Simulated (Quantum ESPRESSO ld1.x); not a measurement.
Values are calculated unless marked as measured or tabulated.
All-electron atom: Fe V in [Ne] 3s2 3p5 3d4 4d1 (not the ground configuration). Level of theory: Dirac Kohn-Sham, LDA (Slater exchange, Perdew-Zunger correlation), spin-unpolarised, spherical densities, point nucleus; open shells are shared between the two j in proportion to 2j + 1 (ld1.x of Quantum ESPRESSO 7.5).

Spin-orbit splittings of the eigenvalues, e(l+1/2) - e(l-1/2), with zeta = 2 splitting/(2l+1) and mean radii in bohr:

shell,occ.,splitting (eV),zeta (eV),<r> j=l-1/2,<r> j=l+1/2
2p,6,12.47,8.316,0.2335,0.2365
3p,5,1.719,1.146,0.8090,0.8167
3d,4,0.2208,0.08831,0.8714,0.8738
4d,1,0.03344,0.01338,2.718,2.722
